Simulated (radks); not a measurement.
Results of a calculation; reference values are marked as such.
Coulomb parameter of the 5d shell of the tantalum ion Ta+ in the model configuration [Xe] 4f14 5d3 6s1, as a second difference U = [E(n + 1) + E(n - 1) - 2 E(n)] / (1)^2 with all orbitals relaxed. "Bare": the charge of the atom changes with n. "Screened": the 6s shell takes up the change at fixed total charge, which measures U(5d,5d) + U(6s,6s) - 2 U(5d,6s). Level of theory: scalar-relativistic Kohn-Sham, LDA (Slater exchange, Perdew-Wang correlation), spin-unpolarised, spherical densities, point nucleus (a radial shooting solver on a logarithmic mesh with Libxc functionals).

case             configuration  E - E(n) (eV)
start        [Xe] 4f14 5d3 6s1          0.000
bare +1      [Xe] 4f14 5d4 6s1         -6.606
bare -1      [Xe] 4f14 5d2 6s1         15.535
screened +1      [Xe] 4f14 5d4          1.459
screened -1  [Xe] 4f14 5d2 6s2         -0.784

U(bare) = 8.929 eV, U(screened by 6s) = 0.675 eV, against the Slater integral F0(5d,5d) = 11.799 eV with frozen orbitals.
